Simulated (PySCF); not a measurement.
C2F3, SMILES F[C]=C(F)F, multiplicity 2.

Geometry optimised at PBE-D3(BJ)/def2-SVP. The isomer is the one that the SMILES or the coordinates give; other isomers of the formula were not compared.

Level of theory: PBE-D3(BJ)/def2-SVP run with PySCF.

Frequencies are harmonic and unscaled.

```tsv
mode	ν (cm⁻¹)	IR (km/mol)	moving atoms (share of kinetic energy)
1	202	3.3	F 88 %, C 12 %
2	213	3.7	C 69 %, F 31 %
3	460	7.8	C 84 %, F 16 %
4	473	1.3	F 87 %, C 13 %
5	600	0.9	F 67 %, C 33 %
6	903	19.5	F 57 %, C 43 %
7	1233	260.1	C 68 %, F 32 %
8	1287	287.5	C 69 %, F 31 %
9	1814	35.8	C 95 %
```
